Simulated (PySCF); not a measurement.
A calculated (r2SCAN, PySCF 2.14, x2c-TZVPPall with one added diffuse shell each of s, p, d, f type, the spin-free X2C one-electron Hamiltonian (Gaussian nucleus)) atom or ion has these occupied shells.

```json
{"shell": "1s α", "electrons": "1", "orbital energy (eV)": "-31633.8", "rms radius, mean of both spins (bohr)": "0.0318"}
{"shell": "1s β", "electrons": "1", "orbital energy (eV)": "-31633.8", "rms radius, mean of both spins (bohr)": "0.0318"}
{"shell": "2s β", "electrons": "1", "orbital energy (eV)": "-4877.4", "rms radius, mean of both spins (bohr)": "0.130"}
{"shell": "2s α", "electrons": "1", "orbital energy (eV)": "-4877.4", "rms radius, mean of both spins (bohr)": "0.130"}
{"shell": "2p α", "electrons": "3", "orbital energy (eV)": "-4379.9", "rms radius, mean of both spins (bohr)": "0.115"}
{"shell": "2p β", "electrons": "3", "orbital energy (eV)": "-4379.9", "rms radius, mean of both spins (bohr)": "0.115"}
{"shell": "3s α", "electrons": "1", "orbital energy (eV)": "-986.18", "rms radius, mean of both spins (bohr)": "0.344"}
{"shell": "3s β", "electrons": "1", "orbital energy (eV)": "-986.18", "rms radius, mean of both spins (bohr)": "0.344"}
{"shell": "3p α", "electrons": "3", "orbital energy (eV)": "-823.01", "rms radius, mean of both spins (bohr)": "0.344"}
{"shell": "3p β", "electrons": "3", "orbital energy (eV)": "-822.99", "rms radius, mean of both spins (bohr)": "0.344"}
{"shell": "3d α", "electrons": "5", "orbital energy (eV)": "-574.99", "rms radius, mean of both spins (bohr)": "0.323"}
{"shell": "3d β", "electrons": "5", "orbital energy (eV)": "-574.98", "rms radius, mean of both spins (bohr)": "0.323"}
{"shell": "4s α", "electrons": "1", "orbital energy (eV)": "-178.91", "rms radius, mean of both spins (bohr)": "0.815"}
{"shell": "4s β", "electrons": "1", "orbital energy (eV)": "-178.89", "rms radius, mean of both spins (bohr)": "0.815"}
{"shell": "4p α", "electrons": "3", "orbital energy (eV)": "-128.01", "rms radius, mean of both spins (bohr)": "0.877"}
{"shell": "4p β", "electrons": "3", "orbital energy (eV)": "-128.01", "rms radius, mean of both spins (bohr)": "0.877"}
{"shell": "4d β", "electrons": "5", "orbital energy (eV)": "-53.165", "rms radius, mean of both spins (bohr)": "1.05"}
{"shell": "4d α", "electrons": "5", "orbital energy (eV)": "-53.152", "rms radius, mean of both spins (bohr)": "1.05"}
{"shell": "5s β", "electrons": "1", "orbital energy (eV)": "-24.099", "rms radius, mean of both spins (bohr)": "2.14"}
{"shell": "5p α", "electrons": "3", "orbital energy (eV)": "-14.973", "rms radius, mean of both spins (bohr)": "2.63"}
{"shell": "5p β", "electrons": "1", "orbital energy (eV)": "-14.266", "rms radius, mean of both spins (bohr)": "2.63"}
```

Problem. Name the element and its charge.

Solution. Te⁺ (tellurium, charge +1), in [Kr] 4d10 5s1 5p4, 5s spin antiparallel (an excited configuration).
